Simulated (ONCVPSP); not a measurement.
An all-electron radial function and its pseudo partner (aluminium (Al))

Columns: radius, all-electron u(r) and pseudo u(r) of the 3s shell (level -8.05 eV) of aluminium in the configuration [Ne] 3s1.75 3p1.25; LDA (Perdew-Wang 92), scalar-relativistic, ONCV scheme, ONCVPSP 4.0.1.

```tsv
r (bohr)	all-electron	pseudo
0.148	0.0301	0.0382
0.295	-0.2365	0.0754
0.443	-0.3024	0.1158
0.590	-0.2203	0.1636
0.738	-0.0711	0.2206
0.885	0.0923	0.2818
1.033	0.2459	0.3442
1.180	0.3762	0.4079
1.328	0.4813	0.4764
1.475	0.5604	0.5460
1.623	0.6168	0.6075
1.770	0.6528	0.6501
1.918	0.6720	0.6718
2.065	0.6771	0.6771
2.213	0.6711	0.6711
2.360	0.6564	0.6564
2.508	0.6350	0.6350
2.655	0.6090	0.6090
2.802	0.5797	0.5797
2.950	0.5481	0.5481
3.098	0.5154	0.5154
3.245	0.4826	0.4825
3.393	0.4498	0.4498
3.540	0.4179	0.4179
3.688	0.3869	0.3869
3.835	0.3573	0.3573
```

(1) How many radial nodes do the two functions have?

(2) At about which radius was the pseudo-wave matched?

(3) Is the pseudo-wave norm-conserving?

Results:

(1) The all-electron 3s function has n − l − 1 = 2; the pseudo-wave has 0, since the states of the same l below it are removed with the core.

(2) 2.05 bohr, where the columns begin to agree (steps of 0.15 bohr).

(3) Yes: the ONCV scheme keeps the norm inside the radius equal to the all-electron one, which fixes the energy derivative of the logarithmic derivative at the level.
